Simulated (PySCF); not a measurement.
Compound: C2H8BBrSi.
SMILES with atom numbers: `[CH3:1][C@@H:2]([SiH3:3])[BH:4][Br:5]` (hydrogens: H6, H7, H8 on C1; H9 on C2; H10, H11, H12 on Si3; H13 on B4)

A GFN2-xTB structure with every atom displaced at random (by about 0.01 Å) was refined with PySCF, PBE0-D3(BJ)/def2-SVP geometry optimisation, gas phase. Values at the start:

| coordinate | start |
| --- | --- |
| C1–C2 | 1.553 Å |
| C1–H6 | 1.096 Å |
| C2–Si3 | 1.953 Å |
| C2–B4 | 1.569 Å |
| C2–H9 | 1.080 Å |
| Si3–H10 | 1.441 Å |
| B4–Br5 | 1.857 Å |
| B4–H13 | 1.156 Å |
| C1–C2–Si3 | 110.3° |
| C1–C2–B4 | 115.2° |
| C2–B4–Br5 | 119.7° |
| Si3–C2–B4 | 107.2° |
| C1–C2–B4–Br5 | 159° |

Question: How do these coordinates change at the PBE0-D3(BJ)/def2-SVP level?

Answer: 
```json
{"coordinate": "B4–Br5", "PBE0-D3(BJ)/def2-SVP (Å or °)": "1.916", "change": "+0.059"}
{"coordinate": "Si3–H10", "PBE0-D3(BJ)/def2-SVP (Å or °)": "1.495", "change": "+0.054"}
{"coordinate": "B4–H13", "PBE0-D3(BJ)/def2-SVP (Å or °)": "1.207", "change": "+0.051"}
{"coordinate": "C2–Si3", "PBE0-D3(BJ)/def2-SVP (Å or °)": "1.913", "change": "-0.040"}
{"coordinate": "C2–B4", "PBE0-D3(BJ)/def2-SVP (Å or °)": "1.542", "change": "-0.027"}
{"coordinate": "C2–H9", "PBE0-D3(BJ)/def2-SVP (Å or °)": "1.105", "change": "+0.025"}
{"coordinate": "C1–C2", "PBE0-D3(BJ)/def2-SVP (Å or °)": "1.534", "change": "-0.019"}
{"coordinate": "C1–H6", "PBE0-D3(BJ)/def2-SVP (Å or °)": "1.101", "change": "+0.005"}
{"coordinate": "Si3–C2–B4", "PBE0-D3(BJ)/def2-SVP (Å or °)": "104.9", "change": "-2.3"}
{"coordinate": "C2–B4–Br5", "PBE0-D3(BJ)/def2-SVP (Å or °)": "121.4", "change": "+1.7"}
{"coordinate": "C1–C2–Si3", "PBE0-D3(BJ)/def2-SVP (Å or °)": "110.0", "change": "-0.3"}
{"coordinate": "C1–C2–B4", "PBE0-D3(BJ)/def2-SVP (Å or °)": "115.4", "change": "+0.2"}
{"coordinate": "C1–C2–B4–Br5", "PBE0-D3(BJ)/def2-SVP (Å or °)": "156", "change": "-3"}
```

The energy falls by 21.3 kJ/mol over 9 energy and gradient evaluations, the largest force component goes from 0.0332 to 3.6e-04 Eh/bohr, and the atoms move by 0.043 Å rms after alignment. The bond that changes most is B4–Br5 (ends: three-coordinate boron; bromine bonded to B), which lengthens by 0.059 Å. Bonds longer at the end by more than 0.005 Å: 8 of 12; shorter: 3. Rotational constants go from 4249, 1118, 928.3 to 4371, 1086, 913.8 MHz.

The run used 132 basis functions and 54 SCF cycles in all. Hardware: an Arm Neoverse V1 with one thread, on a shared host. Cost: 75 s wall, 0.51 GiB resident at most.

No frequency check. One conformer, not necessarily the lowest.

Conformer computed: `[CH3:1][C@@H:2]([SiH3:3])[BH:4][Br:5]`: C1–C2–B4–Br5 156°.
